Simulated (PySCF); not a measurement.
# Relaxation of quintet MnH₃

Computed with UPBE0 in PySCF with Mn def2-TZVP, H def2-TZVP; no relativity; density-fitted integrals. A (50,194) grid was used.

A start displaced from a saddle point along its imaginary mode, of Cs symmetry, held to at least that symmetry:

```xyz
4
charge 0 multiplicity 5, angstrom
Mn   -0.0261   -0.0019    0.0000
H     1.5512    0.1200    0.0000
H    -0.0081    1.6538    0.0000
H    -0.1224   -1.6683    0.0000
```

**Question.** What does it relax to?

**Answer.** It ends at C2v with H–H 0.956 Å, Mn–H 1.663 Å, Mn–H 1.684 Å (×2); H–H–Mn 73.5° (×2), H–Mn–H 33.0°, H–Mn–H 163.5° (×2). A frequency run shows a minimum. Other isomers or separated fragments may lie lower.

**Question.** How much energy is released, and in how many steps?

**Answer.** 30.2 kJ/mol in 45 steps.

The determinant is spin-contaminated (⟨S²⟩ = 6.21, pure value 6.00). With open d or f shells other occupations or spin states may lie lower.
